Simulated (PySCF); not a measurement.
Br4Sn, singlet, at a GFN2-xTB geometry (such geometries of metal compounds can be far from the true shape) (core potentials on Sn); DF-HF/def2-SVP (PySCF).

Here is a job for PySCF.
```python
from pyscf import gto, scf

mol = gto.Mole()
mol.atom = '''
    Br   -0.91186099    2.25519566   -0.77092607
    Sn   -0.00000000    0.00000000    0.00000000
    Br   -1.75646102   -1.80817005   -0.39634669
    Br    0.55773232    0.11338300    2.48752968
    Br    2.11058968   -0.56040861   -1.32025692
'''
mol.basis = 'def2-svp'
mol.ecp = {'Sn': 'def2-svp'}
mol.verbose = 4
mol.build()

mf = scf.RHF(mol)
mf = mf.density_fit(auxbasis='def2-universal-jkfit')
mf.kernel()
```

Question: What does PySCF print? Leave out banner, timings and long lists.

Answer: 
```
PySCF version 2.14.0

[INPUT] verbose = 4
[INPUT] num. atoms = 5
[INPUT] num. electrons = 162
[INPUT] charge = 0
[INPUT] spin (= nelec alpha-beta = 2S) = 0
[INPUT] symmetry False subgroup None
[INPUT] Mole.unit = angstrom
[INPUT] Symbol           X                Y                Z      unit          X                Y                Z       unit  Magmom
[INPUT]  1 Br    -0.911860990000   2.255195660000  -0.770926070000 AA   -1.723167534775   4.261702154708  -1.456839134587 Bohr   0.0
[INPUT]  2 Sn     0.000000000000   0.000000000000   0.000000000000 AA    0.000000000000   0.000000000000   0.000000000000 Bohr   0.0
[INPUT]  3 Br    -1.756461020000  -1.808170050000  -0.396346690000 AA   -3.319230276274  -3.416946181141  -0.748986694478 Bohr   0.0
[INPUT]  4 Br     0.557732320000   0.113383000000   2.487529680000 AA    1.053961335618   0.214262817182   4.700749821927 Bohr   0.0
[INPUT]  5 Br     2.110589680000  -0.560408610000  -1.320256920000 AA    3.988436456533  -1.059018790748  -2.494923992862 Bohr   0.0

nuclear repulsion = 1572.08498493391
number of shells = 58
number of NR pGTOs = 357
number of NR cGTOs = 154
basis = def2-svp
ecp = {'Sn': 'def2-svp'}

******** <class 'pyscf.df.df_jk.DFRHF'> ********
method = DFRHF
initial guess = minao
damping factor = 0
level_shift factor = 0
DIIS = <class 'pyscf.scf.diis.CDIIS'>
diis_start_cycle = 1
diis_space = 8
diis_damp = 0
SCF conv_tol = 1e-09
SCF conv_tol_grad = None
SCF max_cycles = 50
direct_scf = False
Set gradient conv threshold to 3.16228e-05
Initial guess from minao.
******** <class 'pyscf.df.df.DF'> ********
auxbasis = def2-universal-jkfit
init E= -10474.2913932967
  HOMO = -0.686184208089702  LUMO = -0.586780658177013  gap/eV = 2.70491
cycle= 1 E= -10501.0689579009  delta_E= -26.8  |g|= 1.86  |ddm|= 6.66
  HOMO = -0.332361478309448  LUMO = 0.117712525802347  gap/eV = 12.24714
cycle= 2 E= -10501.5907224166  delta_E= -0.522  |g|= 1.18  |ddm|=  3.9
  HOMO = -0.43173545599233  LUMO = -0.0505037895915024  gap/eV = 10.37384
cycle= 3 E= -10501.9393953646  delta_E= -0.349  |g|= 0.0991  |ddm|= 1.34
  HOMO = -0.43650159188218  LUMO = -0.0390566032812032  gap/eV = 10.81503
cycle= 4 E= -10501.9419659968  delta_E= -0.00257  |g|= 0.0337  |ddm|= 0.133
  HOMO = -0.436520816020838  LUMO = -0.0377784077467354  gap/eV = 10.85033
cycle= 5 E= -10501.9422163077  delta_E= -0.00025  |g|= 0.00732  |ddm|= 0.0398
  HOMO = -0.436883852579463  LUMO = -0.0374731698886066  gap/eV = 10.86852
cycle= 6 E= -10501.9422465743  delta_E= -3.03e-05  |g|= 0.00149  |ddm|= 0.0186
  HOMO = -0.436704943899051  LUMO = -0.0370989538208946  gap/eV = 10.87383
cycle= 7 E= -10501.9422474287  delta_E= -8.54e-07  |g|= 0.00028  |ddm|= 0.00273
  HOMO = -0.436713827206929  LUMO = -0.0370705537453162  gap/eV = 10.87485
cycle= 8 E= -10501.9422474913  delta_E= -6.27e-08  |g|= 5.68e-05  |ddm|= 0.000804
  HOMO = -0.436716256166511  LUMO = -0.0370585559946406  gap/eV = 10.87524
cycle= 9 E= -10501.9422474938  delta_E= -2.43e-09  |g|= 1.08e-05  |ddm|= 0.000165
  HOMO = -0.436715383151918  LUMO = -0.0370568912046068  gap/eV = 10.87526
cycle= 10 E= -10501.9422474938  delta_E= -7.28e-11  |g|= 2.58e-06  |ddm|= 3.52e-05
  HOMO = -0.436715706164279  LUMO = -0.0370570269509969  gap/eV = 10.87527
Extra cycle  E= -10501.9422474939  delta_E= -7.28e-12  |g|= 1.16e-06  |ddm|= 6.02e-06
converged SCF energy = -10501.9422474939
```
